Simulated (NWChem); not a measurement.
CH₃Si cation

```xyz
5

C     -0.0830     0.0000     1.0446
Si     0.3392     0.0000    -0.6195
H      0.0168    -0.9243     1.6401
H      0.0168     0.9243     1.6401
H     -0.4626     0.0000    -1.8734
```
Atoms are numbered in this order, from 1.

All runs: NWChem. The geometry was optimised at PBE0/def2-SVP. B3LYP is NWChem's, with the RPA form of VWN correlation. Core excitations by TDA in a window of 1s orbitals, non-relativistic and unshifted: absolute energies depend strongly on the exact-exchange share.

For level C K edge, BHandHLYP/def2-TZVP:

| Quantity | Value |
|---|---|
| first 1s excitation (eV) | 280.3 |
| dipole oscillator strength of the first | 0.0708 |
| first state with f > 0.002 (eV) | 280.3 |
| dipole oscillator strength of that state | 0.0708 |

How do the values read with level Si K edge, B3LYP/def2-TZVP instead?

The first 1s excitation (eV) is 1795.4. The dipole oscillator strength of the first comes out as 0.0084. The first state with f > 0.002 (eV) is 1795.4 and the dipole oscillator strength of that state comes out as 0.0084.
